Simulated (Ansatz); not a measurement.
Reaction (atomization): `[AgH]` → Ag• + H•

Isolated molecules relaxed with PBE0-D4/def2-TZVP in Ansatz; ΔE leaves out vibrations. CBS: MP2 limit from def2 TZ/QZ plus the TZ coupled-cluster correction, frozen cores. This one scheme is used for every species, atoms too. Functionals use def2-TZVPP. No spin–orbit coupling; open shells (•) take unrestricted orbitals. def2 core potentials past Kr. For Ag outer-core shells are correlated without core-valence functions, so the limit isn't a true one: a few kJ/mol of doubt a bond, and 10 to 20 or more in all where bonds break to atoms.

```tsv
species	revPBE-D4 energy (Eh)
`[AgH]`	-147.62599
Ag•	-147.03369
H•	-0.50412
```

Question: Work out ΔE.

Answer: ΔE = (-147.03369) + (-0.50412) − (-147.62599) = 0.08818 Eh = +231.5 kJ/mol. CCSD(T)/CBS gives +235.4 kJ/mol.

Question: What do rigid-rotor, harmonic-oscillator terms from PBE0-D4/def2-TZVP frequencies (298.15 K, 1 bar) make of the CCSD(T)/CBS value? (Estimate.)

Answer: Computed: ΔZPE = -10.6 kJ/mol, ΔH = +228.4 kJ/mol, ΔS = 83 J/(mol·K), ΔG = +203.6 kJ/mol. Open shells count their whole term as degenerate.

Largest T1 diagnostic among the species: 0.026, so the coupled-cluster value is less sure than usual.

In def2-TZVPP, CCSD(T) changes the Hartree–Fock value by +118.3 kJ/mol (the triples alone add +8.2 kJ/mol) and MP2 by +104.1 kJ/mol; breaking electron pairs costs correlation energy, which Hartree–Fock lacks. Leaving LDA and LC-ωPBE aside and taking each functional with its dispersion term where it has one, the values, not all of them listed here, spread over 29.3 kJ/mol, from BHLYP-D4 to BLYP-D4. LDA lies +50.6 kJ/mol from PBE without D4, its usual overbinding.

For atomizations the MP2-based limit and the directly extrapolated one differ by several kJ/mol either way, and by 10 to 25 for some Ge, Se and Sn compounds, so smaller differences from it don't rank the levels.
